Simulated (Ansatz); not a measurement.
Program: Ansatz. Geometries: PBE0-D4/def2-TZVP. ΔE: electronic, gas phase. CCSD(T)/CBS is the MP2 limit (def2-TZVPP, def2-QZVPP) plus CCSD(T) − MP2 in def2-TZVPP, frozen cores. Functionals use def2-TZVPP. B3LYP here is the variant with VWN-RPA as its local correlation; programs differ in this. For Ge outer-core shells are correlated without core-valence functions, which leaves a few kJ/mol of doubt a bond. Scalar relativity is left out up to krypton. Each species was taken in one conformer, which may not be the lowest.

`C=[C]([SiH3])[GeH3]` + `NB(O)F` → `NB(F)[O][GeH3]` + `C=C[SiH3]`  (ligand exchange at a Ge–C bond)

`C=[C]([SiH3])[GeH3]`:

Cartesian coordinates in Å:
```
C 0.480 -1.592 -0.028
C 0.080 -0.318 -0.029
Si -1.017 0.321 -1.391
Ge 0.661 0.859 1.412
H 1.121 -2.006 0.748
H 0.183 -2.290 -0.810
H -0.352 1.442 -2.110
H -2.291 0.845 -0.827
H -1.314 -0.776 -2.351
H 1.547 0.051 2.376
H -0.556 1.419 2.168
H 1.458 2.046 0.843
```

`NB(O)F`:

```xyz
7

N    -0.234    0.044   -0.905
B    -0.277   -0.045    0.498
O     0.804   -0.042    1.329
F    -1.471   -0.141    1.090
H    -1.077    0.036   -1.450
H     0.606    0.120   -1.447
H     1.649    0.028    0.884
```

`NB(F)[O][GeH3]`:

```xyz
10

N     0.886   -1.271    1.570
B     0.628   -0.423    0.486
F     1.678    0.035   -0.233
O    -0.630   -0.055    0.142
Ge   -1.037    1.023   -1.227
H     1.815   -1.547    1.830
H     0.152   -1.644    2.142
H    -0.548    0.376   -2.531
H    -2.566    1.117   -1.182
H    -0.379    2.390   -0.996
```

`C=C[SiH3]`:

Cartesian coordinates in Å:
```
C -0.180 1.499 -0.326
C 0.580 0.424 -0.133
Si -0.115 -1.248 0.289
H -1.263 1.455 -0.247
H 0.242 2.469 -0.572
H 1.659 0.535 -0.227
H 0.260 -2.253 -0.743
H -1.597 -1.151 0.365
H 0.414 -1.728 1.594
```

Is it downhill or uphill in electronic energy at CCSD(T)/CBS, and by how much? (Estimate.)

The calculation gave: Downhill: ΔE = -40.6 kJ/mol.

What do these levels give: PBE-D4, r2SCAN-D4, PBE0-D4, B3LYP-D4, PBE0, B3LYP, MP2/def2-TZVPP, SCS-MP2/def2-TZVPP, CCSD/def2-TZVPP, HF/def2-QZVPP, MP2/def2-QZVPP, SCS-MP2/def2-QZVPP? (Best estimate.)

Ansatz gave: PBE-D4 -36.5, r2SCAN-D4 -45.1, PBE0-D4 -38.4, B3LYP-D4 -47.2, PBE0 -41.3, B3LYP -52.7, MP2/def2-TZVPP -40.9, SCS-MP2/def2-TZVPP -48.1, CCSD/def2-TZVPP -47.0, HF/def2-QZVPP -67.8, MP2/def2-QZVPP -39.3, SCS-MP2/def2-QZVPP -46.8 kJ/mol.

Largest T1 diagnostic among the species: 0.012.

In def2-TZVPP, CCSD(T) changes the Hartree–Fock value by +22.3 kJ/mol (the triples alone add +2.8 kJ/mol) and MP2 by +25.6 kJ/mol. The D4 term adds +5.5 kJ/mol with B3LYP and +3.0 kJ/mol with PBE0; it sums over pairs of atoms, weighted by their polarisabilities, and B3LYP, whose exchange is more repulsive, gets the larger term.
